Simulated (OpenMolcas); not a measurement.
W4+ with its 6 nearest fluoride ions at 2.043 Å, on the Y site of Cs2NaYF6 (a = 9.075 Å, distance in the model lattice 2.178 Å). The rest of the host is ab initio model potentials to 7.6 Å, with orthogonalisation functions on the cations behind the ligands, and point charges beyond; the distance is set by hand and nothing relaxes, and no local charge compensation is placed. Ligand basis ANO-RCC-VDZP.
```
W     0.0000    0.0000    0.0000
F     2.0430    0.0000    0.0000
F     0.0000    2.0430    0.0000
F    -2.0430    0.0000    0.0000
F     0.0000   -2.0430    0.0000
F     0.0000    0.0000    2.0430
F     0.0000    0.0000   -2.0430
```

```
Program             : OpenMolcas
Method              : CASSCF
Basis               : ANO-RCC-VTZP [8s7p5d3f2g1h]
Scalar Hamiltonian  : DKH2, point nucleus
Active space        : 2 electrons in 5 orbitals (5d)
State averaging     : 2S+1 = 3 even, 10 roots; 2S+1 = 1 even, 15 roots
Spin-orbit coupling : RASSI with atomic mean-field integrals over the reference wave functions
```

Problem. What is the spin-free ground state (labels of O, the rotations of Oh)?

Solution. 3T1, 3-fold in its orbital part; it has the highest spin that d2 allows.

Problem. Where is the first state of the same spin?

Solution. 3T2 at 29600 cm-1 above the ground state.

Problem. What are the lowest two levels with spin-orbit coupling?

Solution. A 2-fold level E, then a 3-fold level T2 281.5 cm-1 above it. Their leading multiplicities are 3 (96 %) and 3 (96 %).

Problem. What is χT at 300 K, and how does it compare with the textbook value?

Solution. The lowest level has 2S+1 = 3, for which the spin-only value is χT = S(S+1) / 2 = 1.000 cm3 K/mol (g = 2). The computed 0.124 at 300 K differs by -0.876, through orbital momentum, spin-orbit coupling and any other state in reach. With a threefold ground state the orbital momentum is unquenched, so the spin-only value is not expected to hold.

Problem. Which ligand-field parameters describe the states?

Solution. A least-squares ligand-field fit to the states below 45000 cm-1, each weighted by its degeneracy and with a free common offset, gives 10Dq = 30955 cm-1, B = 700 cm-1 and C = 2672 cm-1 (C/B = 3.82), with an rms deviation of 106 cm-1. The same method and metal basis give the free ion B = 803 cm-1 (fit to its terms below 60000 cm-1, rms deviation 19 cm-1), so the nephelauxetic ratio is β = 700 / 803 = 0.87; it hangs on how both fits weigh the states, and computed free-ion B values tend to be too large, so β mixes covalency with correlation.

An orbital triplet at a regular site is open to Jahn-Teller coupling, which can distort the site and quench the lowest spin-orbit gaps and is left out. Without dynamic correlation the repulsion within the d shell is too large (B by tens of per cent), so at a given field states of lower spin stand too high. The least metal-like active orbital is 78 % on the metal (Löwdin) and no ligand orbital is active, so the numbers are rough. With metal d orbitals alone the field can be off either way by tens of per cent. Ligand-to-metal charge-transfer states are missing. With no ligand orbital active B as a rule stays too high, so bands that hang on it stand too high and its fall with covalency is understated. No measured value stands beside these numbers; the geometry was set by hand and not optimised.
